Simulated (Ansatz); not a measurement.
Mulliken charges of FH5O2Si2 (`O[SiH](O)[SiH2]F`) from ωB97M-V/def2-TZVPP in Ansatz (PBE0-D4/def2-TZVP geometry).

```tsv
atom	x (Å)	y (Å)	z (Å)	charge (e)
O1	-1.331	-1.119	0.891	-0.371
Si2	0.199	-0.632	0.530	0.483
O3	0.947	-1.584	-0.584	-0.371
Si4	0.134	1.509	-0.445	0.367
F5	-1.223	1.573	-1.317	-0.331
H6	-2.003	-0.988	0.219	0.186
H7	0.908	-0.693	1.834	-0.059
H8	1.125	-2.498	-0.351	0.177
H9	0.053	2.584	0.580	-0.043
H10	1.273	1.797	-1.354	-0.037
```

**Question.** By hand: the dipole of these point charges (1 e Å = 4.8032 D).

**Answer.** Σ q r = (0.416, -0.032, 0.310) e Å, of length 0.520 e Å = 2.50 D.

**Question.** How does the dipole of the full density compare? (Estimate.)

**Answer.** Ansatz gave: (0.130, -0.236, 0.064) e Å, 1.33 D; the point charges give 1.88 times that, at 56° from its direction.

Point charges leave out the atoms' own dipoles, such as those of lone pairs, and Mulliken's split depends on the basis, so the two needn't agree.
